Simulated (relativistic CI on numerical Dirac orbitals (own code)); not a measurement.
**Gd26+: q coefficients and field-shift factors**

Method of calculation: Dirac-Coulomb-Breit CI, KLI orbitals optimised for each configuration, derivatives by finite differences, unscaled Slater integrals, QED left out (own radial code, finite nucleus).

Configuration list (outside the closed core [Ar] 3d10): 4s²4p⁶4d², 4s²4p⁵4d³, 4s²4p⁶4d4f, 4s4p⁶4d²4f, 4s²4p⁶4f5s, 4s²4p⁶4f², 4s4p⁶4f³, 4p⁶4d⁴, 4p⁵4d⁵. Double excitations out of closed p, d and f shells are left out; levels of such configurations are missing from the list, as are those of other unlisted configurations, and high levels can miss mixing partners.

With x = (α/α₀)² − 1 an excitation energy changes as ω = ω₀ + qx; K = 2q/ω₀ is the relative enhancement. Terms are leading LS components, so labels can repeat. The field-shift factor is F = δν/δ⟨r²⟩ for the transition from the lowest level.

Lowest level 4s²4p⁶4d² ³F2.

```csv
Level,ω₀ (cm⁻¹),q (cm⁻¹),F (GHz/fm²)
4s²4p⁶4d² ³P0,48681,6369,0.223
4s²4p⁶4d² ³F3,57549,63510,1.05
4s²4p⁶4d² ³P2,83827,62040,1.15
4s²4p⁶4d² ³F4,87861,73780,1.31
4s²4p⁶4d² ³P1,91660,63860,1.21
4s²4p⁶4d² ¹G4,141052,118400,2.1
4s²4p⁶4d² ³P2,153406,128600,2.29
4s²4p⁶4d² ¹S0,214139,121700,2.17
4s²4p⁵4d³ ⁵F°2,935675,42290,3.76
4s²4p⁵4d³ ⁵D°1,940950,48270,3.86
4s²4p⁵4d³ ⁵D°0,953235,54750,4.2
4s²4p⁵4d³ ⁵F°3,961078,71460,4.13
4s²4p⁵4d³ ⁵D°3,982360,66680,3.94
```

At this charge energies of transitions that change n are usually good to better than 1 %, and those within a shell (Δn = 0) to a few per cent. Terms inside the open d or f shell come out 10 to 20 % too wide with unscaled integrals.

(1) Which transition from the lowest level has the largest |K|?

## Answers

(1) 4s²4p⁶4d² ³F3 at 57549 cm⁻¹, K = 2.21.
